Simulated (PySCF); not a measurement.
C6H14N (charge +1).
SMILES with atom numbers: `[CH3:1][N+:2]1([CH3:3])[CH2:4][CH2:5][CH2:6][CH2:7]1` (hydrogens: H8, H9, H10 on C1; H11, H12, H13 on C3; H14, H15 on C4; H16, H17 on C5; H18, H19 on C6; H20, H21 on C7)

Theory: PBE0-D3(BJ)/def2-SVP geometry optimisation, gas phase in PySCF.

Q: Give the optimised bond lengths and angles.

A: 
```json
{"bond": "C1–N2, N2–C3", "length (pm)": "148.8", "order": "single"}
{"bond": "N2–C4", "length (pm)": "151.1", "order": "single"}
{"bond": "C4–C5", "length (pm)": "151.3", "order": "single"}
{"bond": "C5–C6", "length (pm)": "153.3", "order": "single"}
{"bond": "C6–C7", "length (pm)": "153.4", "order": "single"}
{"bond": "N2–C7", "length (pm)": "152.2", "order": "single"}
{"bond": "C1–H8 and 5 like bonds", "length (pm)": "109.7", "order": "single"}
{"bond": "C4–H14 and 3 like bonds", "length (pm)": "109.8", "order": "single"}
{"bond": "C5–H16 and 3 like bonds", "length (pm)": "109.9", "order": "single"}
```

Bonds in one row agree within 1 pm and their mean is given. Orders are formal, as drawn. A selection of angles:
```json
{"angle": "N2–C1–H8", "degrees": "109.1"}
{"angle": "H8–C1–H9", "degrees": "109.6"}
{"angle": "C1–N2–C3", "degrees": "109.2"}
{"angle": "C1–N2–C4", "degrees": "111.5"}
{"angle": "C3–N2–C4", "degrees": "110.1"}
{"angle": "C4–N2–C7", "degrees": "104.2"}
{"angle": "N2–C4–C5", "degrees": "104.3"}
{"angle": "N2–C4–H14", "degrees": "109.2"}
{"angle": "N2–C4–H15", "degrees": "106.7"}
{"angle": "C5–C4–H14", "degrees": "116.0"}
{"angle": "C5–C4–H15", "degrees": "111.4"}
{"angle": "H14–C4–H15", "degrees": "108.8"}
{"angle": "C4–C5–C6", "degrees": "103.2"}
{"angle": "C4–C5–H16", "degrees": "111.3"}
{"angle": "C6–C5–H16", "degrees": "112.7"}
{"angle": "C6–C5–H17", "degrees": "112.0"}
{"angle": "H16–C5–H17", "degrees": "106.5"}
{"angle": "C5–C6–C7", "degrees": "105.8"}
{"angle": "C5–C6–H18", "degrees": "110.3"}
{"angle": "C7–C6–H18", "degrees": "109.5"}
{"angle": "C6–C7–H20", "degrees": "114.4"}
{"angle": "N2–C7–C6", "degrees": "106.6"}
{"angle": "H20–C7–H21", "degrees": "107.8"}
```

Dihedral angles: C1–N2–C4–C5 158° (antiperiplanar); N2–C4–C5–C6 -39° (synclinal); C4–C5–C6–C7 26° (synperiplanar); C5–C6–C7–N2 -4° (synperiplanar); C1–N2–C7–C6 -141° (anticlinal). The mirror-image conformer, all signs reversed, is as good.

Of the pairs four or more bonds apart, H12···H17 is among the closest relative to their van der Waals radii: 2.21 Å, 92 % of the sum of Bondi's values. The C–N distances run from 1.485 Å (C1–N2, drawn single) to 1.522 Å (N2–C7, drawn single), a spread of 0.037 Å. The C–C distances run from 1.513 Å (C4–C5, drawn single) to 1.534 Å (C6–C7, drawn single), a spread of 0.021 Å. The 5-membered ring N2–C4–C5–C6–C7 has internal angles of 103.2° to 106.6° (sum 524°, against 540° for a flat polygon); it is puckered, 0.17 Å rms from its mean plane, widest ring torsion 39°. N2 (ammonium nitrogen) is distorted tetrahedral (angles from 104.2° to 111.8°).

Point group: C1 (no symmetry element, even within 0.4 Å). Stationary, but not proved a minimum.

Hardware: Arm Neoverse V1, one thread, no GPU, on a shared host. Cost: 48 s of wall time. That covers the optimisation of the geometry.
